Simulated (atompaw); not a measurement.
**V: PAW (atompaw) pseudisation with PBE, scalar-relativistic reference atom.**

```json
{
  "Element": "vanadium (V)",
  "Generator": "atompaw 4.2.0.5",
  "Type": "PAW",
  "Functional": "PBE",
  "Relativity": "scalar-relativistic",
  "Frozen core": "[Ar]",
  "Valence charge": "5",
  "Reference configuration": "3d3 4s0 4p0 (charge +2)",
  "Partial waves": "4s (bound, empty): rc 2.45 bohr; 4s channel at -0.8 Ry: rc 2.45 bohr; 4p (bound, empty): rc 2.55 bohr; 4p channel at 2.25 Ry: rc 2.55 bohr; 3d (bound): rc 2.55 bohr; 3d channel at 0.2 Ry: rc 2.55 bohr",
  "Local potential": "troulliermartins scheme with l = 3 at 1 Ry, radius 2.40 bohr",
  "Core correction": "smooth core density matched at 1.50 bohr",
  "Augmentation charge": "sinc compensation charge, radius 2.00 bohr; PAW radius 2.55 bohr; waves and projectors: custom rrkj gramschmidtortho"
}
```

All-electron outer shells of the reference configuration (PBE, scalar-relativistic, ld1.x):

```
shell  level (eV)  outermost node (bohr)  outermost maximum (bohr)
   3p      -60.58                   0.35                      0.84
   3d      -21.32                      –                      0.88
   4s      -17.80                   1.16                      2.46
   4p      -12.96                   1.27                      2.90
```

Calculated quality:

* Cutoffs needed: 15 Ry and 18 Ry (the cutoffs (Ry, on a coarse ladder) from which the occupation-weighted sum of valence levels, in a spherical-Bessel basis at the reference potential, stays within 10 and 1 mRy of its value at 400 Ry)
* Ghost test: no extra level below or beside the all-electron valence levels (s, p, d, f tested) (spherical-Bessel basis up to 400 Ry, 20 bohr box)
* Lowest eigenvalue of the overlap operator: 0.44 (s channel)
* Overlap eigenvalues printed by atompaw (projector basis): 0.0121, 0.462, 2.64, 3.09, 6.98, 1.2e+03
* Share of each valence orbital outside the PAW sphere: 4s 57 %, 4p 74 %, 3d 6 %

Generation and tests took about 2 s on one core of a shared server CPU.
